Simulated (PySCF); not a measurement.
Two-dimensional NMR puzzle

Compound of formula C3H9NO3Si. Correlations simulated from computed shifts and the bond graph:

HSQC (one-bond C–H):
```
  δH     δC
6.14  145.0
5.74  117.1
5.49  117.1
4.74   67.4
```

COSY cross peaks (H two or three bonds apart, from the bond graph; peaks can be absent where the dihedral angle is near 90°):
```
  δH    δH
6.14  5.74
6.14  5.49
6.14  4.74
5.74  5.49
```

HMBC (two and three bonds, from the bond graph):
```
  δH            δC
6.14   117.1, 67.4
5.74   145.0, 67.4
5.49   145.0, 67.4
4.74  145.0, 117.1
```

- GFN2-xTB geometry
- PBE0/pcSseg-1 with gauge-including orbitals
- code: PySCF
- equivalent nuclei averaged, a single conformation, no solvent, relativity neglected

Scale: 1H, 13C vs TMS (reference shieldings calculated alike).

Exchangeable hydrogens are left out of these lists.

Work out the connectivity.

Answers

`C=CCO[Si](N)(O)O`.

Numbering as in the mapped SMILES `[CH2:1]=[CH:2][CH2:3][O:4][Si:5]([NH2:6])([OH:7])[OH:8]` (H(Xn): hydrogen on atom n). Ha(C1) is cis to C3; Hb(C1) is trans to C3.

δC 145.0 is C2, an alkene CH (δH 6.14). δC 117.1 is C1, a terminal =CH2 carbon (δH 5.74, 5.49). δC 67.4 is C3, an allylic sp3 CH2 bonded to O (δH 4.74). COSY links 6.14–5.74, 6.14–5.49, 6.14–4.74, 5.74–5.49.

The data come from this structure; uniqueness wasn't tested.

OH and NH positions are those of a molecule without intermolecular hydrogen bonds; in solution they move with solvent, concentration and temperature, and exchange usually removes their couplings. Shifts are as computed. Against solution values, carbons near 30 ppm lie about +3 ppm off and those near 130 ppm about +5 ppm. Of 1309 compounds with measured shifts, 239 miss one by over three times the rms of a fit or turn the order of signals round; such compounds aren't used in these exercises.
